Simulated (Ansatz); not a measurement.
Basis sets compared for the cluster B₆Pt⁺. The state is a doublet with charge 1. Geometry r2SCAN-D4/def2-SVP. Ansatz on 4 threads of Intel Xeon 6975P-C on a shared host; times are rough, and most runs start from earlier orbitals.

```xyz
7

Pt    2.2437   -0.9059   -1.3897
B    -0.3929    0.6412   -0.5193
B     0.8170    0.3148   -1.5250
B    -1.5308    0.8700    0.5493
B     0.8527   -0.6679   -0.0164
B    -1.6541    0.1038    1.9159
B    -0.3355   -0.3562    0.9852
```

In the def2 sets Pt takes a core potential; there is no spin–orbit coupling. The structure comes from a short search, and lower isomers may exist.

```json
{"level": "PBE-D4/def2-SVP", "functions": "116", "energy (Eh)": "-267.7018", "HOMO (eV)": "-10.54", "LUMO (eV)": "-9.92", "wall time": "1.4 s"}
{"level": "PBE0-D4/def2-SVP", "functions": "116", "energy (Eh)": "-267.6516", "HOMO (eV)": "-11.53", "LUMO (eV)": "-9.13", "wall time": "1.7 s"}
```

Question: Estimate the rows for PBE-D4/def2-TZVP (with forces), PBE0-D4/def2-TZVP.

Answer: 
```
                         level  functions  energy (Eh)  HOMO (eV)  LUMO (eV)  wall time
PBE-D4/def2-TZVP (with forces)        226    -267.8624     -10.52      -9.88        4 s
             PBE0-D4/def2-TZVP        226    -267.8129     -11.50      -9.07        6 s
```
